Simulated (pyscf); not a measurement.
# HO–In=PH, singlet

Gas-phase minimum from PySCF at ωB97X-D3(BJ)/def2-SVP, one conformer. 

```
In
O 1 1.9709
H 2 0.9660 1 114.06
P 1 2.2994 3 160.57 2 -177.02
H 4 1.4368 1 85.66 3 -90.53
```

Properties at ωB97X-D3(BJ)/def2-SVP:

```yaml
harmonic_wavenumbers_unscaled: 104, 104, 270, 397, 641, 717, 785, 2376, 3889 cm⁻¹
zero_point_energy: 13.3 kcal/mol
rotational_symmetry_number: 1
Entropy of this conformer at 298 K and 1 atm, rigid rotor and harmonic oscillator, modes under 100 cm⁻¹ raised to 100: 313.0 J/(mol K)
dipole_moment: 2.87 D
```

Single-point totals, which compare only within one level (frozen core for MP2 and CC):

```
level                   total energy (hartree)
----------------------  ----------------------
ωB97X-D3(BJ)/def2-TZVP              -608.05166
PBE/def2-TZVP                       -607.72937
r²SCAN/def2-TZVP                    -607.96703
B3LYP-D3(BJ)/def2-TZVP              -608.05295
PBE0-D3(BJ)/def2-TZVP               -607.75076
M06-2X/def2-TZVP                    -607.83679
ωB97M-D3(BJ)/def2-TZVP              -608.04358
HF/def2-TZVPP                       -606.00996
MP2/def2-TZVPP                      -606.68858
CCSD/def2-TZVPP                     -606.69452
CCSD(T)/def2-TZVPP                  -606.72372
```

Soft torsions are taken as harmonic, which can shift the entropy by several J/(mol K). The CCSD(T) − MP2 part came from Ansatz, without density fitting, on the same reference. The frozen core leaves the outer d or s,p core shells of the metals and heavy elements correlated in the MP2 and CC values, and def2-TZVPP describes them poorly, so these totals are far from the basis limit. Elements past Kr carry the def2 core potentials, without spin-orbit coupling.
